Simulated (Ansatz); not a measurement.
`C[SiH2][SiH2]S`. Total charge 0; spin multiplicity 1. All single points use the PBE0-D4/def2-TZVP geometry. It is one conformer, not always the lowest.

```xyz
12

C     1.230   -0.178   -1.386
Si    0.728    0.730    0.174
Si   -0.895   -0.488    1.337
S    -2.596   -0.806    0.060
H     1.711   -1.127   -1.141
H     1.929    0.419   -1.976
H     0.352   -0.390   -1.999
H     0.127    2.054   -0.163
H     1.907    0.982    1.052
H    -0.433   -1.866    1.654
H    -1.294    0.174    2.611
H    -2.767    0.496   -0.225
```

**Question.** What is the dipole moment at B3LYP/def2-TZVPP? (Estimate.)

**Answer.** Computed: 1.24 D, with components (0.99, 0.57, -0.48) D in this frame, pointing from negative to positive charge.

**Question.** And with PBE, r2SCAN, ωB97M-V? (An estimate is asked.)

**Answer.** The calculation gave: PBE 1.22 D, r2SCAN 1.27 D, ωB97M-V 1.26 D.

**Question.** Give the Mulliken charges with B3LYP, r2SCAN, ωB97M-V in def2-TZVPP. (An estimate is asked.)

**Answer.** The calculation gave: 
| atom | B3LYP | r2SCAN | ωB97M-V |
| --- | --- | --- | --- |
| C1 | -0.38 | -0.29 | -0.44 |
| Si2 | 0.23 | 0.23 | 0.14 |
| Si3 | 0.26 | 0.28 | 0.15 |
| S4 | -0.27 | -0.28 | -0.26 |
| H5 | 0.11 | 0.08 | 0.13 |
| H6 | 0.11 | 0.08 | 0.13 |
| H7 | 0.11 | 0.09 | 0.13 |
| H8 | -0.07 | -0.08 | -0.03 |
| H9 | -0.08 | -0.08 | -0.03 |
| H10 | -0.06 | -0.07 | -0.02 |
| H11 | -0.06 | -0.07 | -0.02 |
| H12 | 0.11 | 0.11 | 0.12 |

B3LYP here is the variant with VWN-RPA as its local correlation; programs differ in this.
